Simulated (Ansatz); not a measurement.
Isolated molecules relaxed with PBE0-D4/def2-TZVP in Ansatz; ΔE leaves out vibrations. CCSD(T)/CBS adds triple-zeta CCSD(T) − MP2 to the extrapolated MP2 energy (def2 sets, frozen cores). This one scheme is used for every species. DFT in def2-TZVPP. B3LYP here is the variant with VWN-RPA as its local correlation; programs differ in this. Each species was taken in one conformer, which may not be the lowest.

Reaction (silylene formation by 1,1-elimination): `BC[SiH2]BO` → `BCBO` + `[SiH2]`

`BC[SiH2]BO`:

Cartesian coordinates in Å:
```
B 1.131 -1.779 -0.487
C 0.895 -0.820 0.678
Si 0.370 0.637 -0.449
B -1.401 1.450 0.103
O -2.120 0.813 1.051
H 0.240 -2.468 -0.899
H 2.184 -1.795 -1.060
H 1.771 -0.479 1.231
H 0.052 -1.027 1.339
H 1.462 1.646 -0.519
H 0.207 0.126 -1.851
H -1.831 2.461 -0.392
H -2.960 1.236 1.255
```

`BCBO`:

Cartesian coordinates in Å:
```
B 0.381 -0.437 -1.377
C 0.600 0.352 -0.068
B -0.370 -0.257 1.019
O -1.460 0.398 1.478
H -0.216 0.043 -2.298
H 0.765 -1.567 -1.472
H 0.469 1.433 -0.169
H 1.600 0.116 0.324
H -0.183 -1.344 1.484
H -1.586 1.264 1.079
```

`[SiH2]`:

Cartesian coordinates in Å:
```
Si -0.332 0.586 0.229
H 0.770 -0.306 0.793
H -0.438 -0.281 -1.022
```

```
             level  ΔE (eV)  difference from CCSD(T)/CBS
            PBE-D4     2.31                         0.15
         r2SCAN-D4     2.39                         0.23
           PBE0-D4     2.34                         0.18
          B3LYP-D4     2.10                        -0.06
           ωB97X-V     2.25                         0.09
           ωB97M-V     2.09                        -0.07
            B2PLYP     2.07                        -0.09
               PBE     2.22                         0.06
            r2SCAN     2.37                         0.21
              PBE0     2.26                         0.10
             B3LYP     1.96                        -0.20
     HF/def2-TZVPP     1.77                        -0.39
    MP2/def2-TZVPP     2.25                         0.09
SCS-MP2/def2-TZVPP     2.11                        -0.05
   CCSD/def2-TZVPP     2.01                        -0.15
CCSD(T)/def2-TZVPP     2.09                        -0.07
     HF/def2-QZVPP     1.77                        -0.39
    MP2/def2-QZVPP     2.29                         0.13
SCS-MP2/def2-QZVPP     2.15                        -0.01
      HF/CBS(def2)     1.77                        -0.39
     MP2/CBS(def2)     2.32                         0.16
    CCSD/CBS(def2)     2.08                        -0.08
       CCSD(T)/CBS     2.16                            0
```

Largest T1 diagnostic among the species: 0.014.

In def2-TZVPP, CCSD(T) changes the Hartree–Fock value by +0.32 eV (the triples alone add +0.07 eV) and MP2 by +0.48 eV. From PBE to PBE0 (25 % exact exchange), in def2-TZVPP and without D4, ΔE moves by +0.04 eV.
